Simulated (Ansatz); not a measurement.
The same redistribution along the group O, S, Se.

Computed with Ansatz on PBE0-D4/def2-TZVP structures; ΔE is electronic, products minus reactants. CCSD(T)/CBS adds triple-zeta CCSD(T) − MP2 to the extrapolated MP2 energy (def2 sets, frozen cores). Functionals use def2-TZVPP. Elements past krypton have def2 core potentials. For Se, Sn outer-core shells are correlated without core-valence functions, which leaves a few kJ/mol of doubt a bond. Scalar relativity is left out up to krypton. Each species was taken in one conformer, which may not be the lowest.

```tsv
reaction	ωB97M-V (kJ/mol)	HF/CBS(def2) (kJ/mol)	ωB97X-V (kJ/mol)	CCSD(T)/CBS(def2) (kJ/mol)
`C=CO[Si](F)(F)F` + `C[SiH2][SnH3]` → `F[Si](F)(F)[SnH3]` + `C=CO[SiH2]C`	22	33	21	28
`C=CS[Si](F)(F)F` + `C[SiH2][SnH3]` → `F[Si](F)(F)[SnH3]` + `C=CS[SiH2]C`	6	6	5	7
`C=C[Se][Si](F)(F)F` + `C[SiH2][SnH3]` → `F[Si](F)(F)[SnH3]` + `C=C[Se][SiH2]C`	4	5	3	4
```

Largest T1 diagnostic: 0.013, for `F[Si](F)(F)[SnH3]`.
